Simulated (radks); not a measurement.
Values are calculated unless marked as measured or tabulated.
Excited configurations of Pr I: one electron is placed in a higher orbital outside [Xe] 4f3 6s1. The ground configuration is [Xe] 4f3 6s2. Code: a radial shooting solver on a logarithmic mesh with Libxc functionals. Model: Dirac Kohn-Sham, LDA (Slater exchange, Perdew-Wang correlation), spin-unpolarised, spherical densities, point nucleus; open shells fill j = l - 1/2 first. Excitation = E - E(ground); binding = E(ion) - E, where the ion is the core of charge +1; n* = 1/sqrt(2 binding) in atomic units, and the quantum defect is n - n*.

\begin{tabular}{lrrrrr}
outer orbital & excitation (eV) & binding (eV) & n* & quantum defect & <r> (bohr) \\ \hline
5d3/2 & 1.503 & 4.401 & 1.758 & 3.242 & 3.562 \\
5f5/2 & 4.965 & 0.940 & 3.805 & 1.195 & 16.51 \\
6p1/2 & 2.223 & 3.681 & 1.922 & 4.078 & 5.717 \\
6d3/2 & 4.380 & 1.524 & 2.988 & 3.012 & 11.25 \\
6f5/2 & 5.240 & 0.665 & 4.524 & 1.476 & 27.75 \\
7s1/2 & 3.801 & 2.103 & 2.543 & 4.457 & 10.42 \\
7p1/2 & 4.315 & 1.590 & 2.926 & 4.074 & 13.01 \\
7d3/2 & 4.964 & 0.941 & 3.803 & 3.197 & 21.04 \\
7f5/2 & 5.420 & 0.485 & 5.299 & 1.701 & 41.63 \\
\end{tabular}

The Delta-SCF ionisation energy is 5.904 eV (NIST Atomic Spectra Database: 5.470 eV, semi-empirical). Self-interaction in the functional shifts the binding energies and quantum defects, so they are the method's values and not measured ones. Spin polarisation and multiplet splitting are left out, so open shells lie too high by an amount that depends on their filling.

Beside tabulated values, note that spin-unpolarised runs miss the spin-polarisation part of the exchange energy of open shells.
